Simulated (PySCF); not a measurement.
Geometry:
```csv
atom,x (Å),y (Å),z (Å)
O1,3.028,-0.740,1.239
C2,2.494,-0.626,0.125
O3,2.963,-0.877,-0.998
C4,1.041,-0.096,0.133
C5,0.310,0.235,1.196
C6,-1.064,0.653,0.818
C7,-1.881,-0.420,0.142
C8,-1.106,0.561,-0.686
C9,0.269,0.118,-1.148
H10,0.646,0.193,2.217
H11,-1.577,1.422,1.384
H12,-1.522,-1.437,0.195
H13,-2.960,-0.327,0.159
H14,-1.653,1.274,-1.292
H15,0.246,-0.802,-1.736
H16,0.759,0.879,-1.759
```

Total charge -1.

Geometry: GFN2-xTB; GIAO shifts from PySCF, gas phase, non-relativistic, averaged over equivalent atoms.

At OLYP/ANO-RCC-VDZP (161 basis functions, 2.1 min wall time on 1 thread of an Arm Neoverse V1, shared host):
| atoms | δ (ppm) |
| --- | --- |
| O3 | 315.6 |
| O1 | 296.1 |
| C2 | 153.2 |
| C4 | 152.3 |
| C5 | 121.1 |
| C9 | 44.7 |
| C6 | 27.5 |
| C8 | 18.8 |
| C7 | 18.4 |
| H10 | 6.16 |
| H16 | 2.82 |
| H15 | 2.67 |
| H11 | 1.79 |
| H14 | 1.50 |
| H13 | 0.44 |
| H12 | -0.50 |

Scale: H2O for 17O (σref 330.62); 13C (σref 186.55), 1H (σref 31.79) vs TMS (reference shieldings calculated alike).

Problem. What do these become at PBE0/pcSseg-1?

Solution. 
| atoms | δ at PBE0/pcSseg-1 | change |
| --- | --- | --- |
| O3 | 343.4 | +27.8 |
| O1 | 327.2 | +31.1 |
| C2 | 166.6 | +13.4 |
| C4 | 164.8 | +12.5 |
| C5 | 131.4 | +10.3 |
| C9 | 42.8 | -1.9 |
| C6 | 28.0 | +0.5 |
| C8 | 18.5 | -0.3 |
| C7 | 19.2 | +0.8 |
| H10 | 5.98 | -0.18 |
| H16 | 2.65 | -0.17 |
| H15 | 2.44 | -0.23 |
| H11 | 1.48 | -0.31 |
| H14 | 1.15 | -0.35 |
| H13 | 0.21 | -0.23 |
| H12 | -0.64 | -0.14 |

References, each an isolated molecule treated in the same way: 17O (336.08 ppm) against H2O; 13C (186.93 ppm) and 1H (31.72 ppm) vs TMS.

The largest change is at O1 (carboxylate oxygen). Cost: 188 basis functions, 37 s wall time on 1 thread of an Arm Neoverse V1, shared host. The order of the carbon signals changes between the two levels.

Unscaled 17O shifts of doubly bonded oxygen tend to come out too high, by tens of ppm or more. Experimental scales use liquid or dissolved standards, which lie at an offset from isolated H2O (liquid H2O: subtract about 36 ppm).
